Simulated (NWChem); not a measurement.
Isomers of C2H4BNO2, each optimised at PBE0/def2-SVP with NWChem, gas phase unless a solvent is named. Flexible species stand in one conformer each, which need not be the lowest. Pople sets run with spherical d functions. Shieldings are non-relativistic GIAO values without spin-orbit effects.

A: B1(CN=CO1)O
B: N(=C=O)BOC
C: CB(O)OC#N

Question: Rank them by 11B shift against boron trifluoride, B3LYP/6-31G* (ppm), lowest first.

Answer: B (13.5), C (19.8), A (26.5)
